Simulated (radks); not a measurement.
Task: These are the eigenvalues of the occupied orbitals of an atom or ion with whole-number occupations (hartree). Calculated with a radial shooting solver on a logarithmic mesh with Libxc functionals: scalar-relativistic Kohn-Sham, revPBE, spin-polarised, spherical densities, point nucleus.

| orbital | eigenvalue |
|---|---|
| 1s up | -0.28033 |

Which element is it, and in what charge state? The configuration may be excited. Open shells, if any, are filled with parallel spins first.

Result: Z = 1, hydrogen, charge 0: H in 1s1. The 1s level, -0.28033 hartree, gives Z - s = 0.7 by -(Z - s)^2/2, which with screening and relativity narrows Z to a few neighbours, and with so few levels the electron count can be read from the list.
